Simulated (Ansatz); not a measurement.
`[F][GaH][GaH2]`. Charge 0, multiplicity 1. The structure was optimised at the PBE0-D4/def2-TZVP level.

```xyz
6

F    -2.332   -0.435    0.436
Ga   -1.036    0.576   -0.229
Ga    1.179   -0.446    0.145
H    -1.614    1.878   -0.894
H     1.801   -1.434   -0.909
H     2.001   -0.139    1.450
```

(1) What is the dipole moment at ωB97M-V/def2-TZVPP? (Estimate.)

(2) And with PBE, r2SCAN, B3LYP? (Best estimate.)

(3) Give the Mulliken charges with ωB97M-V, B3LYP, PBE in def2-TZVPP. (Estimate.)

## Answers

(1) Ansatz gave: 2.42 D, with components (2.07, 1.02, -0.73) D in this frame, pointing from negative to positive charge.

(2) Ansatz gave: PBE 2.26 D, r2SCAN 2.33 D, B3LYP 2.43 D.

(3) Computed: 
```json
{"atom": "F1", "ωB97M-V": "-0.40", "B3LYP": "-0.40", "PBE": "-0.35"}
{"atom": "Ga2", "ωB97M-V": "0.43", "B3LYP": "0.46", "PBE": "0.40"}
{"atom": "Ga3", "ωB97M-V": "0.08", "B3LYP": "0.12", "PBE": "0.09"}
{"atom": "H4", "ωB97M-V": "-0.04", "B3LYP": "-0.07", "PBE": "-0.06"}
{"atom": "H5", "ωB97M-V": "-0.03", "B3LYP": "-0.05", "PBE": "-0.04"}
{"atom": "H6", "ωB97M-V": "-0.03", "B3LYP": "-0.05", "PBE": "-0.04"}
```

B3LYP here is the variant with VWN-RPA as its local correlation; programs differ in this.
